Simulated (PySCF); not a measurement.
## TPSSh on Mg²⁺ (magnesium, charge +2)

Configuration: [Ne], closed-shell 1S. All numbers are calculated (PySCF 2.14, scalar relativity by spin-free X2C-1e, in x2c-TZVPPall).

```
Total energy                        : -199.5533 hartree
One-electron energy                 : -271.3946 hartree
Hartree (Coulomb) energy            : 87.9594 hartree
Exchange-correlation energy         : -16.1180 hartree
⟨S²⟩                                : 0.0000
⟨L²⟩                                : 0.000
Sum of ⟨r⟩                          : 5.742 bohr
Sum of ⟨r²⟩                         : 4.764 bohr²
Langevin diamagnetic susceptibility : -3.77 ×10⁻⁶ cm³/mol
```

```json
{"shell": "1s", "electrons": "2", "mean orbital energy (eV)": "-1293.3", "rms radius, mean of both spins (bohr)": "0.151"}
{"shell": "2s", "electrons": "2", "mean orbital energy (eV)": "-103.38", "rms radius, mean of both spins (bohr)": "0.758"}
{"shell": "2p", "electrons": "6", "mean orbital energy (eV)": "-68.649", "rms radius, mean of both spins (bohr)": "0.771"}
```
